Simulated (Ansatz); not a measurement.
Ansatz (a first-principles code) input (HSE06/def2-TZVPD):

Ansatz 0.2 input:
```yaml
crystal:
  periodic: [false, false, false]
  atoms:
    - {symbol: Cl, position_ang: [-0.29714380, -1.30658273, 1.92445791]}
    - {symbol: Si, position_ang: [-0.03883647, -0.17076939, 0.25152521]}
    - {symbol: Br, position_ang: [-1.66662566, -0.59811479, -1.17584038]}
    - {symbol: Br, position_ang: [1.90571528, -0.66301125, -0.66831753]}
    - {symbol: Br, position_ang: [-0.07922805, 1.96405969, 0.80881112]}
basis:
  gaussian:
    orbitals: def2-TZVPD
hamiltonian:
  xc: {name: HSE06}
output: {forces: true}
```

End of the output:

```
mean field evaluation 1: about -230512.3966 eV, gradient 1.4e1 eV
mean field evaluation 2: about -230512.5921 eV, gradient 1.0e1 eV
mean field evaluation 4: about -230512.8051 eV, gradient 5.3e-1 eV
mean field evaluation 8: about -230513.7719 eV, gradient 6.0e-1 eV
mean field evaluation 16: about -230513.7721 eV, gradient 2.4e-5 eV
mean field -230513.77208365 eV, -8471.2248762274 hartree, gradient 2.4e-5 eV, S^2 0.000000; 0 other end points of the search recorded, 0 dependent functions left out
the calculation of the forces begins
reference -230513.77214913 eV, -8471.2248786338 hartree; 68, 68 occupied and 192, 192 virtual orbitals, 2020 factors
Total energy: -230513.77214913 eV, -8471.2248786338 hartree
Atom 0 at    -0.297144    -1.306583     1.924458 Å, force     0.026562     0.116900    -0.172214 eV/Å
Atom 1 at    -0.038836    -0.170769     0.251525 Å, force     0.001854     0.008163    -0.012027 eV/Å
Atom 2 at    -1.666626    -0.598115    -1.175840 Å, force     0.169249     0.044797     0.147763 eV/Å
Atom 3 at     1.905715    -0.663011    -0.668318 Å, force    -0.201929     0.051517     0.094960 eV/Å
Atom 4 at    -0.079228     1.964060     0.808811 Å, force     0.004264    -0.221378    -0.058482 eV/Å
Dipole moment:     0.003275     0.014402    -0.021212 e Å
```
